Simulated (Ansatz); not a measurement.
Cost and result for the atomization energy of `[OH][GeH]([SiH3])[SiH3]` (12 atoms, 11 bonds).

Z-matrix (Å, degrees):
```
Ge
Si 1 2.382
Si 1 2.393 2 113.9
O 1 1.799 2 104.2 3 119.1
H 1 1.550 2 111.2 3 -124.2
H 2 1.488 1 108.5 3 61.2
H 2 1.486 1 109.7 3 -57.7
H 2 1.485 1 110.8 3 -178.9
H 3 1.489 1 110.0 2 171.3
H 3 1.488 1 110.0 2 -68.8
H 3 1.486 1 110.1 2 51.3
H 4 0.960 1 112.2 2 174.3
```

The species carries charge 0 and has multiplicity 1. Correlated methods include outer-core shells of Ge, which these sets cover unevenly. Scalar relativity is left out up to krypton. Geometry: relaxed with PBE0-D4/def2-TZVP. It is one conformer, not always the lowest. Program: Ansatz. All runs use 4 threads of an Intel Xeon on a shared host. Times are those of one run each, without the atoms' runs, and a repeat can differ threefold. Electronic energies, without spin–orbit coupling; frozen cores. CCSD(T)/CBS adds CCSD(T) − MP2 in def2-TZVPP to the MP2 limit, and its time is that of the two runs behind it. T1 = 0.013. With those shells the extrapolation isn't a true limit.

CCSD(T)/CBS is a level of theory with its own doubt, some kJ/mol a heavy atom from the limit and from the frozen cores, so smaller differences don't rank the functionals.

```csv
level,functions,wall time
revPBE-D4/def2-TZVPP,275,2 s
BLYP-D4/def2-TZVPP,275,2 s
r2SCAN-D4/def2-TZVPP (with forces),275,3.9 s
CAM-B3LYP-D4/def2-TZVPP,275,4 s
r2SCANh-D4/def2-TZVPP,275,4.4 s
B2PLYP/def2-TZVPP,275,5.5 s
PBE-QIDH/def2-TZVPP,275,5.5 s
CCSD(T)/def2-SVP,122,5.5 s
ωB97X-V/def2-TZVPP,275,7 s
B97M-V/def2-TZVPP,275,7.5 s
MP2/def2-QZVPP,526,22 s
CCSD(T)/def2-TZVPP,275,2.4 min
CCSD(T)/CBS(def2),–,2.7 min
```

What atomization energy does each give, and how far from CCSD(T)/CBS? (Estimate.)

The calculation gave: 
```json
{"level": "revPBE-D4/def2-TZVPP", "atomization (kJ/mol)": "3450.7", "difference from CCSD(T)/CBS": "-111.7", "per bond": "-10.2"}
{"level": "BLYP-D4/def2-TZVPP", "atomization (kJ/mol)": "3498.2", "difference from CCSD(T)/CBS": "-64.2", "per bond": "-5.8"}
{"level": "r2SCAN-D4/def2-TZVPP (with forces)", "atomization (kJ/mol)": "3543.3", "difference from CCSD(T)/CBS": "-19.1", "per bond": "-1.7"}
{"level": "CAM-B3LYP-D4/def2-TZVPP", "atomization (kJ/mol)": "3546.6", "difference from CCSD(T)/CBS": "-15.8", "per bond": "-1.4"}
{"level": "r2SCANh-D4/def2-TZVPP", "atomization (kJ/mol)": "3526.7", "difference from CCSD(T)/CBS": "-35.7", "per bond": "-3.2"}
{"level": "B2PLYP/def2-TZVPP", "atomization (kJ/mol)": "3486.8", "difference from CCSD(T)/CBS": "-75.6", "per bond": "-6.9"}
{"level": "PBE-QIDH/def2-TZVPP", "atomization (kJ/mol)": "3488.2", "difference from CCSD(T)/CBS": "-74.2", "per bond": "-6.7"}
{"level": "CCSD(T)/def2-SVP", "atomization (kJ/mol)": "3291.1", "difference from CCSD(T)/CBS": "-271.3", "per bond": "-24.7"}
{"level": "ωB97X-V/def2-TZVPP", "atomization (kJ/mol)": "3575.4", "difference from CCSD(T)/CBS": "13.0", "per bond": "1.2"}
{"level": "B97M-V/def2-TZVPP", "atomization (kJ/mol)": "3565.9", "difference from CCSD(T)/CBS": "3.5", "per bond": "0.3"}
{"level": "MP2/def2-QZVPP", "atomization (kJ/mol)": "3506.1", "difference from CCSD(T)/CBS": "-56.3", "per bond": "-5.1"}
{"level": "CCSD(T)/def2-TZVPP", "atomization (kJ/mol)": "3475.5", "difference from CCSD(T)/CBS": "-86.9", "per bond": "-7.9"}
{"level": "CCSD(T)/CBS(def2)", "atomization (kJ/mol)": "3562.4", "difference from CCSD(T)/CBS": "0.0", "per bond": "0.0"}
```

From PBE to PBE0 (25 % exact exchange), in def2-TZVPP and without D4, the atomization energy moves by −21.4 kJ/mol: exact exchange takes away binding that semilocal exchange gives to molecules. At CCSD(T), def2-SVP lies −271.2 kJ/mol from the extrapolated value and def2-TZVPP −86.9 kJ/mol: correlation converges slowly with the basis, and small sets miss more of it in the bonded molecule than in its fragments. In def2-TZVPP, CCSD(T) changes the Hartree–Fock value by +869.9 kJ/mol (the triples alone add +38.0 kJ/mol) and MP2 by +849.2 kJ/mol; breaking electron pairs costs correlation energy, which Hartree–Fock lacks.
